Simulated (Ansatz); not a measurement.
Consider the redistribution: `ClC[SiH2][SeH]` + `[SiH3][In]([Cl])[Cl]` → `[SiH3][SiH2]CCl` + `[Cl][In]([Cl])[SeH]`.

Computed with Ansatz on PBE0-D4/def2-TZVP structures; ΔE is electronic, products minus reactants. CBS: MP2 limit from def2 TZ/QZ plus the TZ coupled-cluster correction, frozen cores. def2 core potentials past Kr. For In, Se outer-core shells are correlated without core-valence functions, which leaves a few kJ/mol of doubt a bond. Scalar relativity is left out up to krypton. One conformer a species, not always the lowest.

`ClC[SiH2][SeH]`:

Z-matrix (Å, degrees):
```
C
Si 1 1.880
Cl 1 1.787 2 108.2
H 1 1.090 2 111.7 3 118.9
H 1 1.090 2 112.2 3 -118.9
Se 2 2.281 1 110.9 3 -179.1
H 2 1.481 1 109.5 3 -63.4
H 2 1.482 1 109.0 3 58.4
H 6 1.469 2 93.0 1 -71.9
```

`[SiH3][In]([Cl])[Cl]`:

Z-matrix (Å, degrees):
```
Si
In 1 2.553
H 1 1.484 2 107.9
H 1 1.483 2 109.3 3 -120.1
H 1 1.484 2 108.4 3 119.2
Cl 2 2.327 1 124.2 3 -70.6
Cl 2 2.326 1 125.3 3 109.0
```

`[SiH3][SiH2]CCl`:

Z-matrix (Å, degrees):
```
Si
Si 1 2.344
H 1 1.487 2 110.4
H 1 1.488 2 110.3 3 120.2
H 1 1.489 2 110.3 3 -120.2
C 2 1.889 1 109.7 3 179.7
H 2 1.486 1 110.2 3 -60.5
H 2 1.486 1 110.2 3 59.9
Cl 6 1.786 2 110.5 1 -180.0
H 6 1.091 2 111.6 1 -60.6
H 6 1.091 2 111.6 1 60.6
```

`[Cl][In]([Cl])[SeH]`:

```xyz
5

Cl   -0.847    0.802    2.094
In    0.382   -0.181    0.402
Cl    2.309   -1.279    1.037
Se   -0.332   -0.065   -1.962
H    -1.511    0.722   -1.571
```

```
             level  ΔE (kJ/mol)
CCSD(T)/def2-TZVPP          2.5
SCS-MP2/def2-QZVPP          7.1
```

What does CCSD(T)/CBS give? (Estimate.)

Ansatz gave: +4.1 kJ/mol. The listed levels differ from it by -1.6, 3.0 kJ/mol.

Largest T1 diagnostic among the species: 0.013.
